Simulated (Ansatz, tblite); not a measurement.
Cost and result up the ladder for [In(OMe)H3]- (CH₆InO⁻) (9 atoms). Total charge -1; singlet. Geometry: r2SCAN-D4/def2-TZVPD.

Cartesian coordinates in Å:
```
In 0.261 1.400 0.525
O -0.979 -0.125 -0.227
C -0.360 -1.324 -0.518
H 0.444 -1.238 -1.282
H -1.089 -2.057 -0.918
H 0.113 -1.808 0.365
H 0.968 0.730 2.011
H -0.838 2.755 0.782
H 1.481 1.667 -0.739
```

Ansatz on 4 threads of Arm Neoverse V1 on a shared host; xTB runs through tblite on one thread. Times are rough, summed over both states, and most runs start from the orbitals of an earlier one. PBE0-D4/def2-TZVPD serves as the yardstick here, not as an exact answer. The other state is a doublet.

In the def2 sets In takes a core potential; there is no spin–orbit coupling. The xTB rows come from tblite.

Raw xTB energies of ions are shifted by several eV.

```csv
level,functions,wall time
GFN2-xTB,23,0.007 s
GFN1-xTB,29,0.008 s
PBE-D4/def2-TZVPD,187,5.1 s
r2SCAN-D4/def2-TZVPD (with forces),187,11 s
PBE0-D4/def2-TZVPD,187,11 s
```

Q: Estimate what each level gives for the vertical IE (eV).

A: 
```
                             level  vertical IE (eV)  difference from PBE0-D4/def2-TZVPD (eV)
                          GFN2-xTB              8.75                                     4.91
                          GFN1-xTB              8.80                                     4.96
                 PBE-D4/def2-TZVPD              3.55                                    -0.29
r2SCAN-D4/def2-TZVPD (with forces)              3.63                                    -0.20
                PBE0-D4/def2-TZVPD              3.84                                     0.00
```
